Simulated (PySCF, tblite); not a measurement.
Breaking a bond: SMILES B. The B1–H4 bond (B1 also carries H, H; H4 carries nothing else) is varied alone, starting from the PBE0/def2-TZVP optimised geometry.

Methods: UKS-BHandHLYP = unrestricted BHandHLYP/cc-pVDZ (PySCF); RKS-LDA (SVWN5) = restricted LDA (SVWN5)/cc-pVDZ (PySCF 2.14.0); GFN2-xTB, 300 K electronic temperature (tblite); UKS-r2SCAN = unrestricted r2SCAN/cc-pVDZ run with PySCF; UMP2 = MP2 on UHF/cc-pVDZ, 1 core orbital frozen (PySCF).

Energies are in kJ/mol, each relative to the lowest point of its own curve near equilibrium.

```json
[
 {"R / Å": "0.90", "UKS-BHandHLYP": "181.5", "RKS-LDA (SVWN5)": "194.6", "GFN2-xTB": "170.2", "UKS-r2SCAN": "186.9", "UMP2": "190.6"},
 {"R / Å": "0.97", "UKS-BHandHLYP": "92.4", "RKS-LDA (SVWN5)": "103.0", "GFN2-xTB": "74.7", "UKS-r2SCAN": "96.4", "UMP2": "98.5"},
 {"R / Å": "1.00", "UKS-BHandHLYP": "65.7", "RKS-LDA (SVWN5)": "75.1", "GFN2-xTB": "49.0", "UKS-r2SCAN": "69.2", "UMP2": "70.7"},
 {"R / Å": "1.07", "UKS-BHandHLYP": "24.0", "RKS-LDA (SVWN5)": "30.3", "GFN2-xTB": "13.3", "UKS-r2SCAN": "26.2", "UMP2": "26.8"},
 {"R / Å": "1.12", "UKS-BHandHLYP": "8.0", "RKS-LDA (SVWN5)": "12.0", "GFN2-xTB": "2.5", "UKS-r2SCAN": "9.4", "UMP2": "9.5"},
 {"R / Å": "1.16", "UKS-BHandHLYP": "1.7", "RKS-LDA (SVWN5)": "3.8", "GFN2-xTB": "0.0", "UKS-r2SCAN": "2.2", "UMP2": "2.3"},
 {"R / Å": "1.19", "UKS-BHandHLYP": "0.0", "RKS-LDA (SVWN5)": "0.7", "GFN2-xTB": "0.8", "UKS-r2SCAN": "0.0", "UMP2": "0.0"},
 {"R / Å": "1.23", "UKS-BHandHLYP": "1.2", "RKS-LDA (SVWN5)": "0.0", "GFN2-xTB": "4.7", "UKS-r2SCAN": "0.4", "UMP2": "0.5"},
 {"R / Å": "1.26", "UKS-BHandHLYP": "4.3", "RKS-LDA (SVWN5)": "1.7", "GFN2-xTB": "9.2", "UKS-r2SCAN": "2.9", "UMP2": "3.2"},
 {"R / Å": "1.30", "UKS-BHandHLYP": "10.9", "RKS-LDA (SVWN5)": "6.4", "GFN2-xTB": "16.9", "UKS-r2SCAN": "8.7", "UMP2": "9.2"},
 {"R / Å": "1.40", "UKS-BHandHLYP": "36.4", "RKS-LDA (SVWN5)": "27.3", "GFN2-xTB": "42.2", "UKS-r2SCAN": "32.1", "UMP2": "33.8"},
 {"R / Å": "1.48", "UKS-BHandHLYP": "63.1", "RKS-LDA (SVWN5)": "50.4", "GFN2-xTB": "65.8", "UKS-r2SCAN": "57.0", "UMP2": "60.1"},
 {"R / Å": "1.60", "UKS-BHandHLYP": "108.8", "RKS-LDA (SVWN5)": "90.8", "GFN2-xTB": "105.3", "UKS-r2SCAN": "99.8", "UMP2": "105.6"},
 {"R / Å": "1.77", "UKS-BHandHLYP": "177.7", "RKS-LDA (SVWN5)": "152.3", "GFN2-xTB": "164.5", "UKS-r2SCAN": "164.3", "UMP2": "174.5"},
 {"R / Å": "1.95", "UKS-BHandHLYP": "249.3", "RKS-LDA (SVWN5)": "216.2", "GFN2-xTB": "226.4", "UKS-r2SCAN": "231.0", "UMP2": "262.8"},
 {"R / Å": "2.14", "UKS-BHandHLYP": "318.8", "RKS-LDA (SVWN5)": "278.3", "GFN2-xTB": "287.3", "UKS-r2SCAN": "295.7", "UMP2": "339.9"},
 {"R / Å": "2.37", "UKS-BHandHLYP": "376.8", "RKS-LDA (SVWN5)": "344.1", "GFN2-xTB": "352.2", "UKS-r2SCAN": "353.3", "UMP2": "387.4"},
 {"R / Å": "2.60", "UKS-BHandHLYP": "410.5", "RKS-LDA (SVWN5)": "399.3", "GFN2-xTB": "405.9", "UKS-r2SCAN": "385.8", "UMP2": "410.5"},
 {"R / Å": "2.92", "UKS-BHandHLYP": "435.0", "RKS-LDA (SVWN5)": "459.9", "GFN2-xTB": "462.5", "UKS-r2SCAN": "412.5", "UMP2": "424.6"},
 {"R / Å": "3.21", "UKS-BHandHLYP": "445.5", "RKS-LDA (SVWN5)": "501.1", "GFN2-xTB": "497.5", "UKS-r2SCAN": "426.0", "UMP2": "429.7"},
 {"R / Å": "3.60", "UKS-BHandHLYP": "451.9", "RKS-LDA (SVWN5)": "540.8", "GFN2-xTB": "526.0", "UKS-r2SCAN": "435.3", "UMP2": "432.3"},
 {"R / Å": "4.16", "UKS-BHandHLYP": "455.1", "RKS-LDA (SVWN5)": "576.1", "GFN2-xTB": "542.3", "UKS-r2SCAN": "440.4", "UMP2": "433.3"}
]
```

At the longest distance, 4.16 Å, RKS-LDA (SVWN5) lies highest above its minimum (576.1 kJ/mol) and UMP2 lowest (433.3 kJ/mol).

The unrestricted determinant behind UKS-BHandHLYP is spin-contaminated at 2.14 to 4.16 Å (<S²> up to 1.0, against 0.00 for a pure singlet). At the longest distance RKS-LDA (SVWN5) leaves fractional charges on the fragments, a sign of delocalisation error or of the restricted form. The restricted form behind RKS-LDA (SVWN5) keeps the bonding electrons paired and can't separate into open-shell fragments. The unrestricted determinant behind UKS-r2SCAN is spin-contaminated at 2.37 to 4.16 Å (<S²> up to 1.0, against 0.00 for a pure singlet). The unrestricted determinant behind UMP2 is spin-contaminated at 1.95 to 4.16 Å (<S²> up to 1.0, against 0.00 for a pure singlet).
